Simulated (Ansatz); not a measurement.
Si20H26⁻, relaxed as a doublet with UKS PBE-D4/def2-SVP in Ansatz, starting from the PBE-D4/def2-SVP geometry of the neutral singlet. Force threshold 0.03 eV/Å.

Single mean-field runs in def2-SVP are fitted with def2-universal-jkfit.

Start:

```xyz
46

Si    2.294   -3.316    1.749
Si    3.182    3.059   -0.071
Si   -0.251    2.530   -2.696
Si   -0.461   -3.750   -0.556
Si   -1.823   -0.866   -2.661
Si    1.246   -0.319   -0.422
Si    0.602   -0.457    3.370
Si   -0.460    2.712    1.228
Si   -2.214   -0.772    1.134
Si   -3.565    2.129   -0.902
Si    3.339    0.710   -0.123
Si    1.616   -2.649   -0.405
Si    0.351   -2.775    2.981
Si    0.252    0.239   -2.478
Si    1.631    3.735    1.566
Si   -1.486    3.244   -0.822
Si   -1.596   -3.204   -2.539
Si   -1.467   -2.990    1.443
Si   -3.239   -0.207   -0.901
Si   -0.174    0.386    1.317
H     2.597   -4.794    1.768
H     3.494   -2.564    2.266
H     4.534    3.659    0.229
H     2.743    3.560   -1.422
H    -1.129    2.694   -3.915
H     0.982    3.371   -2.901
H    -0.245   -5.244   -0.462
H    -2.460   -0.472   -3.975
H     2.034   -0.095    3.667
H    -0.277    0.058    4.482
H    -1.402    3.103    2.344
H    -3.094   -0.357    2.292
H    -4.306    2.540   -2.151
H    -4.399    2.525    0.292
H     4.280    0.272   -1.218
H     3.905    0.241    1.196
H     2.576   -3.005   -1.514
H     1.154   -0.208   -3.605
H     1.501    5.238    1.569
H     2.149    3.303    2.916
H    -1.717    4.735   -0.913
H    -0.804   -3.721   -3.716
H    -2.961   -3.848   -2.570
H    -2.543   -3.920    1.944
H     0.174   -3.598    4.232
H    -4.565   -0.916   -1.050
```

(1) Estimate the energy that the relaxation releases and the steps that it takes.

(2) Does the start keep its bonding and symmetry?

(3) Predict the relaxed structure.

## Answers

(1) 0.27 eV, in 26 steps; 2 min on 2 threads of AMD EPYC 7R13 on a shared host and a share (18 GiB) of an NVIDIA H100 80GB HBM3. The force fell under the threshold at step 20, but the optimiser went on and released 0.003 eV more. No frequencies were taken in this run, so the end may be a saddle point.

(2) By distances, no bond broke or formed. The bond that changes most is Si6–Si14, from 2.35 to 2.42 Å (atoms count from 1).

(3) 
Cartesian coordinates in Å:
```
Si 2.179 -3.705 2.040
Si 3.187 2.913 -0.399
Si -0.529 2.860 -2.694
Si -0.352 -3.758 -0.514
Si -1.680 -0.662 -2.668
Si 1.315 -0.474 -0.554
Si 0.654 -0.539 3.295
Si -0.410 2.610 1.163
Si -2.144 -0.784 1.098
Si -3.689 2.075 -0.800
Si 3.366 0.585 -0.112
Si 1.758 -2.811 -0.108
Si 0.242 -2.859 3.086
Si 0.280 0.636 -2.444
Si 1.648 3.758 1.170
Si -1.683 3.305 -0.694
Si -1.269 -2.982 -2.543
Si -1.474 -3.020 1.431
Si -3.197 -0.225 -0.921
Si -0.048 0.290 1.207
H 2.296 -5.210 2.240
H 3.410 -3.102 2.683
H 4.515 3.611 -0.174
H 2.753 3.257 -1.801
H -1.469 3.200 -3.841
H 0.621 3.836 -2.805
H -0.351 -5.274 -0.545
H -2.400 -0.395 -3.975
H 2.107 -0.269 3.609
H -0.170 0.092 4.399
H -1.165 2.999 2.421
H -2.997 -0.330 2.267
H -4.467 2.521 -2.020
H -4.570 2.352 0.399
H 4.457 0.064 -1.027
H 3.839 0.337 1.304
H 2.772 -3.269 -1.137
H 1.103 0.309 -3.677
H 1.430 5.242 0.960
H 2.283 3.609 2.537
H -2.016 4.776 -0.533
H -0.338 -3.402 -3.661
H -2.578 -3.703 -2.800
H -2.611 -3.921 1.862
H -0.131 -3.532 4.392
H -4.478 -1.012 -1.114
```
Bond lengths: 27 × Si–Si 2.35 to 2.42 Å; 26 × H–Si 1.51 to 1.52 Å.
